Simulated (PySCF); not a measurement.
**O: excitation energy**

O [He] 2s2 2p4 (3P) → O [He] 2s2 2p3 3s1, s spin flipped, as a difference of total energies. Calculation: PySCF 2.14, in aug-cc-pCVTZ-DK with one added diffuse shell each of s, p, d, f type (8s7p5d3f, 75 functions); scalar relativity by spin-free X2C-1e. Correlated levels: valence: 1s2 frozen; valence and next inner shell: nothing frozen. The calculations carry no spin-orbit coupling.

```csv
method,excitation energy (cm⁻¹)
UHF,64759
LDA,77915
PBE,78606
PBE0,77151
r2SCAN,76834
CAM-B3LYP,78672
TPSSh,78470
wB97X-V,78126
B97-3,77604
MP2 (valence),74277
SCS-MP2 (valence),75176
MP2 (valence and next inner shell),74384
SCS-MP2 (valence and next inner shell),75214
```

The upper determinant mixes two multiplicities, so it lies between the two terms.

The promoted electron is Rydberg-like, and one or two diffuse shells describe it only roughly, which tends to raise the upper state.
